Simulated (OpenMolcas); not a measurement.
## Yb V: effect of the basis set

```json
{
  "Program": "OpenMolcas 26.06",
  "Method": "CASSCF",
  "Active space": "12 electrons in 7 orbitals (4f)",
  "State averaging": "2S+1 = 3 even, 21 roots; 2S+1 = 1 even, 28 roots (27 in the spin-orbit step)",
  "Spin-orbit coupling": "RASSI with atomic mean-field integrals over the reference wave functions, term energies averaged over their components"
}
```

A. ANO-RCC-VDZ [7s6p4d2f], DKH2, point nucleus; cost about 9 core-seconds
B. ANO-RCC-VTZP [8s7p5d3f2g1h], X2C, point nucleus; cost about 50 core-seconds
C. ANO-R3 [9s8p5d5f3g2h], X2C, finite nucleus; cost of the order of 29 core-seconds

Energies in cm⁻¹ above 4f¹² ³H₆, the measured ground level; measured values from the list in Tchang-Brillet, Wyart, Meftah and Ait Mammar, Atoms 6, 52 (2018).

```csv
Level,A,B,C,Measured
4f¹² ³H₆,0.0,0.0,0.0,0.0
4f¹² ³F₄ [55 %],7210,7311,7291,
4f¹² ³H₅,10085,9629,9692,9580
4f¹² ³H₄ [56 %],15628,15130,15198,14405
4f¹² ³F₃,18628,18239,18291,16372
4f¹² ³F₂,19792,19560,19589,16877
4f¹² ¹G₄ [55 %],25721,24934,25036,
4f¹² ¹D₂ [53 %],37740,37621,37625,
4f¹² ¹I₆,45326,45226,45222,39038
4f¹² ³P₁,49952,49811,49820,
4f¹² ³P₂ [68 %],51258,50886,50925,43120
4f¹² ³P₀,51574,51363,51381,
```

Deviations, from unrounded energies. A percentage is the sum of absolute deviations over the sum of measured energies, with the sign that they share, or ± where signs differ.

```tsv
Against measurement	Levels	A	B	C
mean absolute deviation (cm-1)	6	3600	3200	3300
fine structure of the ground term (%)	2	+7.2	+3.2	+3.8
other terms of the ground configuration (%)	4	+17.0	+16.0	+16.1
```

B, C lie about equally close to measurement and A furthest from it. The largest miss of B in the table is 4f¹² ³P₂ [68 %], by +7800 cm-1. The ranking rests on the paired levels alone, and a cruder setting can come out closer through cancelling errors.

Among A to C the level of the table that moves most is 4f¹² ¹G₄ [55 %], by 790 cm-1 (lowest in B, highest in A).

Some high roots are left out of the spin-orbit mixing, which shifts the levels that they would mix with. Without dynamic correlation excited terms often stand tens of per cent too high (terms of higher spin than the ground term too low), and those without a measured partner can miss by more than the paired ones. The basis is small and was not contracted for so high a charge (holds for A). Computed and measured levels are paired by configuration, term and J; levels that our copy of the source lacks, or whose pairing is in doubt (as where it misses far off the trend of its configuration), stay unpaired and out of the deviations. Levels of configurations outside the active space are missing.

A share in square brackets marks a mixed level and gives the weight of the term that names it, the lowest over the columns.
